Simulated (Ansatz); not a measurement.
```xyz
6

O     0.319   -0.306   -1.022
B    -0.130    0.252    0.135
O    -0.076   -0.414    1.310
F    -0.639    1.484    0.139
H     0.223    0.273   -1.781
H     0.303   -1.290    1.218
```

Charge 0, multiplicity 1.

(1) List the r2SCAN/def2-TZVPP orbital energies in eV (Ansatz 0.2.0). (An estimate is asked.)

Answers

(1) The calculation gave: Occupied: -666.25, -516.45, -516.30, -182.70, -31.80, -27.68, -26.98, -15.06, -14.46, -13.15, -11.61, -10.89, -9.66, -9.41, -9.35, -8.38. Lowest empty: 0.36, 1.53, 1.64, 2.82, 3.88, 4.14, 4.75, 7.38.
